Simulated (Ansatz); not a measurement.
Mulliken charges of ClH2SbSeTe, SMILES `[Cl][Sb]([SeH])[TeH]` from ωB97M-V/def2-TZVPP in Ansatz (PBE0-D4/def2-TZVP geometry).

| atom | x (Å) | y (Å) | z (Å) | charge (e) |
| --- | --- | --- | --- | --- |
| Cl1 | -0.538 | -2.504 | 0.707 | -0.309 |
| Sb2 | -0.322 | -0.156 | 0.909 | 0.481 |
| Se3 | 1.907 | 0.202 | -0.269 | -0.203 |
| Te4 | -1.834 | 0.288 | -1.355 | -0.057 |
| H5 | 2.656 | 0.187 | 1.000 | 0.081 |
| H6 | -1.827 | 1.918 | -1.038 | 0.007 |

**Question.** By hand: the dipole of these point charges (1 e Å = 4.8032 D).

**Answer.** Σ q r = (-0.069, 0.670, 0.424) e Å, of length 0.796 e Å = 3.82 D.

**Question.** How does the dipole of the full density compare? (An estimate is asked.)

**Answer.** The calculation gave: (-0.005, 0.433, 0.253) e Å, 2.41 D; the point charges give 1.59 times that, at 5° from its direction.

Point charges leave out the atoms' own dipoles, such as those of lone pairs, and Mulliken's split depends on the basis, so the two needn't agree.
